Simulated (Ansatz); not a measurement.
C3H10GeO2, singlet, geometry from GFN2-xTB; R2SCAN/pcseg-2 (Ansatz, a first-principles code).

Input for Ansatz:
Ansatz 0.2 input:
```yaml
crystal:
  periodic: [false, false, false]
  atoms:
    - {symbol: Ge, position_ang: [0.31578922, 0.25034205, -0.36904219]}
    - {symbol: O, position_ang: [1.73513855, -0.28602711, 0.47741088]}
    - {symbol: C, position_ang: [3.04305298, 0.23138516, 0.36547236]}
    - {symbol: O, position_ang: [-0.85295037, -0.68446206, 0.50058294]}
    - {symbol: C, position_ang: [-2.21103889, -0.91550347, 0.19363949]}
    - {symbol: C, position_ang: [-3.03867207, 0.36034004, 0.15788394]}
    - {symbol: H, position_ang: [0.35195160, -0.12293136, -1.84065202]}
    - {symbol: H, position_ang: [0.12905479, 1.74459048, -0.18472332]}
    - {symbol: H, position_ang: [3.06117976, 1.32009692, 0.45919461]}
    - {symbol: H, position_ang: [3.49869659, -0.04331981, -0.58898598]}
    - {symbol: H, position_ang: [3.62815287, -0.20422981, 1.17669425]}
    - {symbol: H, position_ang: [-2.30018786, -1.43814311, -0.76631813]}
    - {symbol: H, position_ang: [-2.58066728, -1.57949001, 0.98244947]}
    - {symbol: H, position_ang: [-2.92516013, 0.90052933, 1.09438882]}
    - {symbol: H, position_ang: [-4.08795497, 0.11995944, 0.00804562]}
    - {symbol: H, position_ang: [-2.69787774, 0.99857530, -0.65666872]}
basis:
  gaussian:
    orbitals: pcseg-2
hamiltonian:
  xc: r2scan
```

Question: Write the output that Ansatz gives for this input, abridged.

Answer: 
```
Functional definition: r2SCAN
1680 factors; their error is unknown
mean field evaluation 1: about -63869.5625 eV, gradient 9.2e1 eV
mean field evaluation 2: about -63822.6516 eV, gradient 1.7e2 eV
mean field evaluation 4: about -63886.2481 eV, gradient 1.2e1 eV
mean field evaluation 8: about -63886.5236 eV, gradient 1.6e-1 eV
mean field evaluation 16: about -63886.4454 eV, gradient 1.3e-3 eV
mean field -63886.44535538 eV, -2347.7835630223 hartree, gradient 3.4e-5 eV, S^2 0.000000; 0 other end points of the search recorded, 0 dependent functions left out
reference -63886.44537663 eV, -2347.7835638032 hartree; 38, 38 occupied and 295, 295 virtual orbitals, 1680 factors
Total energy: -63886.44537663 eV, -2347.7835638032 hartree
```
